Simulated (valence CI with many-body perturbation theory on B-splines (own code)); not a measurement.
**Energy levels of I37+**

Calculated by valence CI with perturbative core correlation (CI+MBPT): six valence electrons over a frozen Dirac-Fock core [Ne], a basis of 9 s, 9 p, 8 d, 6 f, 3 g, 1 h functions for each j, with the one-electron correlation potential Σ1 (screened to all orders), the two-electron term Σ2, the three-electron term Σ3, Breit, model QED; selected single and double excitations, second order for the rest, scaled by the run's own slope (own B-spline code, finite nucleus).

No measured spectrum was set against this ion. As an estimate, large intervals hold to a few tenths of a per cent, small ones and those within an open d or f shell to about a per cent. Among the levels kept, up to 1500 cm⁻¹ of a level comes from second order outside the variational space, and about a tenth of that is noise between levels of different J, which matters for small intervals.

Levels 1 to 38 of 38, with energies above the lowest level, (3s^2 3p1/2^2 3p3/2^2) J=2. "Leading %" is the weight of the configuration and term that name the level; weights of strongly mixed levels are sums over their largest components and can fall short. In the jj column 3d3/2^4 stands for four electrons in 3d with j = 3/2. Lifetimes count E1, E2, E3, M1 and M2 decay at the calculated energies, and are blank where another channel may lead or the interval is too uncertain; long ones can be off by a factor of two.

```
No.  Configuration  Term  J  E (cm⁻¹)  Leading %      g  Lifetime                       Leading jj
  1        3s2.3p4    3P  2         0         71  1.357                3s^2 3p1/2^2 3p3/2^2 (98 %)
  2        3s2.3p4    1S  0     99478         57           164 ms      3s^2 3p1/2^2 3p3/2^2 (97 %)
  3        3s2.3p4    3P  1    557580         98  1.496    283 ns        3s^2 3p1/2 3p3/2^3 (98 %)
  4        3s2.3p4    1D  2    612230         71  1.132    536 ns        3s^2 3p1/2 3p3/2^3 (98 %)
  5        3s2.3p4    3P  0   1210300         57           114 ns              3s^2 3p3/2^4 (97 %)
  6     3s2.3p3.3d   3F°  2   1217600         29  1.085    821 ps  3s^2 3p1/2^2 3p3/2 3d3/2 (94 %)
  7     3s2.3p3.3d   5D°  1   1241900         31  1.197    783 ps  3s^2 3p1/2^2 3p3/2 3d3/2 (89 %)
  8     3s2.3p3.3d   3F°  3   1258000         28  1.172   7.10 ns  3s^2 3p1/2^2 3p3/2 3d3/2 (86 %)
  9     3s2.3p3.3d   3P°  0   1258100         50          16.7 ns  3s^2 3p1/2^2 3p3/2 3d3/2 (95 %)
 10         3s.3p5   3P°  2   1326400         36  1.339    407 ps  3s^2 3p1/2^2 3p3/2 3d5/2 (59 %)
 11     3s2.3p3.3d   3F°  4   1372500         43  1.292   44.7 μs  3s^2 3p1/2^2 3p3/2 3d5/2 (96 %)
 12     3s2.3p3.3d   3D°  3   1498300         26  1.132   10.2 ps  3s^2 3p1/2^2 3p3/2 3d5/2 (77 %)
 13     3s2.3p3.3d   3P°  1   1512500         19  1.227   12.8 ps  3s^2 3p1/2^2 3p3/2 3d5/2 (55 %)
 14         3s.3p5   3P°  2   1513600         45  1.389   8.87 ps        3s 3p1/2^2 3p3/2^3 (45 %)
 15     3s2.3p3.3d   3D°  1   1610100         41  0.978   8.27 ps  3s^2 3p1/2^2 3p3/2 3d5/2 (34 %)
 16     3s2.3p3.3d   5D°  0   1735700         40          2.96 ns  3s^2 3p1/2 3p3/2^2 3d3/2 (89 %)
 17     3s2.3p3.3d   3F°  2   1737000         45  1.012    220 ps  3s^2 3p1/2 3p3/2^2 3d3/2 (95 %)
 18     3s2.3p3.3d   3D°  1   1742700         51  0.934   35.3 ps  3s^2 3p1/2 3p3/2^2 3d3/2 (87 %)
 19     3s2.3p3.3d   3F°  3   1774400         42  1.111    199 ps  3s^2 3p1/2 3p3/2^2 3d3/2 (89 %)
 20     3s2.3p3.3d   3G°  4   1828900         54  1.076   1.94 μs  3s^2 3p1/2 3p3/2^2 3d3/2 (94 %)
 21     3s2.3p3.3d   3D°  3   1862800         59  1.327    136 ps  3s^2 3p1/2 3p3/2^2 3d5/2 (95 %)
 22     3s2.3p3.3d   5D°  4   1878600         45  1.267    394 ns  3s^2 3p1/2 3p3/2^2 3d5/2 (94 %)
 23         3s.3p5   3P°  0   1885400         34           204 ps  3s^2 3p1/2 3p3/2^2 3d5/2 (62 %)
 24     3s2.3p3.3d   3F°  2   1888800         54  0.878   22.4 ps  3s^2 3p1/2 3p3/2^2 3d3/2 (88 %)
 25     3s2.3p3.3d   3D°  1   1900300         33  0.973    306 ps  3s^2 3p1/2 3p3/2^2 3d5/2 (77 %)
 26     3s2.3p3.3d   3F°  4   1937800         67  1.173   2.06 μs  3s^2 3p1/2 3p3/2^2 3d5/2 (95 %)
 27     3s2.3p3.3d   3G°  5   1958300         99  1.194   1.81 μs  3s^2 3p1/2 3p3/2^2 3d5/2 (99 %)
 28     3s2.3p3.3d   3D°  3   1991300         58  1.184   1.82 ps  3s^2 3p1/2 3p3/2^2 3d3/2 (80 %)
 29     3s2.3p3.3d   3P°  2   1999500         41  1.284   1.62 ps  3s^2 3p1/2 3p3/2^2 3d3/2 (73 %)
 30     3s2.3p3.3d   3S°  1   2002800         51  1.596   1.74 ps  3s^2 3p1/2 3p3/2^2 3d3/2 (65 %)
 31     3s2.3p3.3d   3D°  2   2049700         53  1.247    122 ps  3s^2 3p1/2 3p3/2^2 3d5/2 (96 %)
 32     3s2.3p3.3d   3P°  1   2080000         24  1.106   1.56 ps  3s^2 3p1/2 3p3/2^2 3d3/2 (48 %)
 33     3s2.3p3.3d   3F°  3   2088100         37  1.132    381 ps  3s^2 3p1/2 3p3/2^2 3d5/2 (97 %)
 34     3s2.3p3.3d   3D°  2   2104900         40  1.060   5.89 ps  3s^2 3p1/2 3p3/2^2 3d5/2 (80 %)
 35         3s.3p5   3P°  0   2117300         40          6.52 ps          3s 3p1/2 3p3/2^4 (40 %)
 36     3s2.3p3.3d   1F°  3   2142300         47  1.046   6.06 ps  3s^2 3p1/2 3p3/2^2 3d5/2 (73 %)
 37     3s2.3p3.3d   3D°  1   2144100         36  0.953   2.50 ps  3s^2 3p1/2 3p3/2^2 3d3/2 (52 %)
 38     3s2.3p3.3d   1D°  2   2198100         40  1.193   2.52 ps  3s^2 3p1/2 3p3/2^2 3d5/2 (84 %)
```

The ionisation energy to 3s2.3p3 2P°_3/2 of the next ion comes out as 2599.7 eV (NIST: 2598 ± 4 eV (theoretical)). All 38 levels together are meant to be complete up to 2227800 cm⁻¹.
